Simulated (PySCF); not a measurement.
Molecule: SMILES C[Si@@H](N[SiH3])C(F)(F)F, C2H8F3NSi2.

Geometry (Å), atoms numbered from 1 in this order:
```xyz
16

C    -0.2276   -1.9180    0.3204
Si   -0.3940   -0.1204    0.8767
N     0.6398    0.9363    0.0006
Si    2.3845    0.9455   -0.0734
C    -2.1753    0.4740    0.3703
F    -2.5209    0.1468   -0.8922
F    -3.1370   -0.0438    1.1615
F    -2.3168    1.8170    0.4490
H    -0.3584   -2.0098   -0.7555
H    -0.9643   -2.5575    0.7989
H     0.7557   -2.3040    0.5676
H    -0.3610    0.0518    2.3333
H     0.2117    1.7806   -0.3494
H     2.7335    1.4377   -1.4048
H     2.7913   -0.4391    0.1456
H     2.9313    1.8115    0.9748
```

Frames of a GFN2-xTB Langevin trajectory at 600 K; GIAO PBE0/pcSseg-1 shieldings in PySCF 2.14.0 with density-fitted response routines, gas phase, non-relativistic; equivalent atoms averaged within each frame.

Shifts are taken against calculated references (same method and geometry level): 13C (σref 186.93), 29Si (σref 349.16), 1H (σref 31.72) against TMS; NH3 for 15N (σref 267.73); 19F (σref 170.95) vs CFCl3. The references are static minima.

**Question.** How do the shifts (ppm) fluctuate along the trajectory?

**Answer.** 
```tsv
time (fs)	C5	C1	Si2	Si4	N3	F6/F7/F8	H14/H15/H16	H12	H13	H9/H10/H11
250	142.2	-3.9	-7.9	-53.2	41.5	-67.0	5.46	5.24	4.07	1.08
425	142.8	-12.6	-6.2	-48.0	7.8	-79.3	5.01	5.07	-2.54	-1.56
625	148.4	-11.7	-16.3	-48.6	16.0	-59.1	5.80	5.46	1.58	0.35
800	144.8	-2.0	-7.5	-55.7	7.5	-60.8	5.81	5.27	0.11	0.76
1000	144.4	-2.7	-8.6	-51.1	22.3	-58.5	5.40	5.87	1.20	1.20
mean of frames	144.5	-6.6	-9.3	-51.3	19.0	-64.9	5.50	5.38	0.88	0.36
standard deviation	2.4	5.1	4.0	3.2	14.0	8.7	0.33	0.31	2.40	1.13
```

5 frames give an uncertainty of the mean of about the standard deviation over 2.2 at best, since frames this close in time may not be independent; classical motion lacks zero-point vibration, and the reference would need the same averaging.
